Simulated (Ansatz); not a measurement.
Mulliken charges of H4OSeSn, SMILES `[OH][SnH2][SeH]` from r2SCAN/def2-TZVPP in Ansatz (PBE0-D4/def2-TZVP geometry).

```
atom   x (Å)   y (Å)   z (Å)  charge (e)
  O1  -1.676  -0.431  -0.250      -0.558
 Sn2  -0.066   0.663   0.012       0.827
 Se3   1.969  -0.817  -0.212      -0.327
  H4  -1.584  -1.054  -0.975       0.194
  H5   0.054   1.828  -1.228      -0.116
  H6  -0.269   1.278   1.582      -0.105
  H7   1.634  -1.535   1.025       0.083
```

Q: By hand: the dipole of these point charges (1 e Å = 4.8032 D).

A: Σ q r = (0.087, 0.378, 0.091) e Å, of length 0.398 e Å = 1.91 D.

Q: How does the dipole of the full density compare? (Best estimate.)

A: Computed: (0.089, 0.091, -0.037) e Å, 0.64 D; the point charges give 2.98 times that, at 43° from its direction.

Point charges leave out the atoms' own dipoles, such as those of lone pairs, and Mulliken's split depends on the basis, so the two needn't agree.
